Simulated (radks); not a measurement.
Q: Species: Nb8+. Configuration: [Ne] 3s2 3p5 3d10 4s2 4p4 (not the ground configuration). Method: scalar-relativistic Kohn-Sham, r2SCAN, spin-polarised, spherical densities, finite nucleus; open shells are filled with parallel spins first (spin-orbit coupling, left out, can overturn this in heavy ions); meta-GGA in the generalised Kohn-Sham scheme; Fermi nuclear charge, rms radius 4.324 fm; computed with a radial shooting solver on a logarithmic mesh with Libxc functionals. Some entries of the table are withheld. Estimate them.

orbital,occ.,eigenvalue (Ry),<r^2> (bohr^2),<r> (bohr)
1s up,1,-1397.856,0.001758,0.03610
1s down,1,-1397.682,0.001758,0.03609
2s up,1,-206.4975,0.02938,0.1578
2s down,1,-206.4618,0.02937,0.1578
2p up,3,-185.5669,0.02314,0.1376
2p down,3,-185.4347,0.02315,0.1376
3s up,1,-44.00543,0.2193,0.4377
3s down,1,-43.72366,0.2196,0.4381
3p up,3,-37.05913,0.2241,0.4391
3p down,2,-36.76825,0.2245,0.4395
3d up,5,-25.76975,0.2137,(1)
3d down,5,-25.51992,0.2134,(2)
4s up,1,(3),(4),1.052
4s down,1,(5),(6),1.056
4p up,3,-11.47886,1.413,1.119
4p down,1,-11.15199,1.429,1.125

A: 
(1) 3d up <r> (bohr): 0.4224
(2) 3d down <r> (bohr): 0.4222
(3) 4s up eigenvalue (Ry): -13.57612
(4) 4s up <r^2> (bohr^2): 1.242
(5) 4s down eigenvalue (Ry): -13.23695
(6) 4s down <r^2> (bohr^2): 1.253
